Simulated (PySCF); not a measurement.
# Frontier levels across methods

Species: C2H7FSi2.
SMILES with atom numbers: `[F:1][C@H:2]1[CH2:3][SiH2:4][SiH2:5]1` (hydrogens: H6 on C2; H7, H8 on C3; H9, H10 on Si4; H11, H12 on Si5)

Cartesian coordinates in Å at the PBE0-D3(BJ)/def2-SVP level; atoms count from 1:
```xyz
12
C2H7FSi2 angstrom
F      0.319   -2.158   -1.042
C      0.189   -0.805   -0.829
C     -1.102   -0.418   -0.099
Si    -0.523    1.271    0.601
Si     1.468    0.081    0.320
H      0.211   -0.302   -1.816
H     -1.229   -1.087    0.771
H     -2.017   -0.479   -0.709
H     -0.725    2.404   -0.352
H     -1.061    1.636    1.944
H      1.789   -0.772    1.504
H      2.722    0.603   -0.300
```

Basis pcSseg-2 throughout (PySCF), one geometry. Geometry: PBE0-D3(BJ)/def2-SVP, one conformer, isolated molecule.

Problem. How do the orbital energies, the gap and the dipole change with the method?

Solution. 
```
   method                    kind  HOMO (eV)  LUMO (eV)  gap (eV)  μ (D)  SCF cycles
     BLYP                     GGA      -6.32      -0.91      5.41   1.51          15
    B97-D                     GGA      -6.42      -0.89      5.53   1.47          14
     OPBE                     GGA      -6.43      -0.93      5.49   1.33          15
      PBE                     GGA      -6.45      -1.05      5.41   1.43          14
      KT2                     GGA      -6.54      -1.11      5.43   1.49          16
      KT3                     GGA      -6.54      -1.05      5.49   1.47          16
     BP86                     GGA      -6.55      -1.07      5.48   1.45          14
      LDA                     LDA      -6.57      -1.25      5.32   1.51          13
    B97-2           global hybrid      -7.38      -0.22      7.16   1.60          14
    B3LYP           global hybrid      -7.42      -0.45      6.98   1.66          14
     PBE0           global hybrid      -7.63      -0.24      7.38   1.60          14
 mPW1PW91           global hybrid      -7.65      -0.25      7.40   1.61          13
BHandHLYP           global hybrid      -8.65       0.55      9.20   1.86          13
CAM-B3LYP  range-separated hybrid      -8.91       0.67      9.58   1.78          13
  wB97X-D  range-separated hybrid      -9.42       1.44     10.86   1.67          14
  LC-wPBE  range-separated hybrid     -10.20       1.75     11.95   1.75          14
       HF            Hartree–Fock     -10.21       2.47     12.68   2.00          10
```

The HOMO spans 3.89 eV, from BLYP down to HF, and the gap runs from 5.32 eV (LDA) to 12.68 eV (HF). Over the methods BLYP (0 %), B97-D (0 %), OPBE (0 %), PBE (0 %), KT2 (0 %), KT3 (0 %), BP86 (0 %), LDA (0 %), B97-2 (21 %), B3LYP (20 %), PBE0 (25 %), mPW1PW91 (25 %), BHandHLYP (50 %), HF (100 %), a straight line through the gap against the share of exact exchange rises by 0.73 eV for each 10 % (correlation coefficient 0.999). The dipole ranges from 1.33 D (OPBE) to 2.00 D (HF). This basis has no diffuse functions.
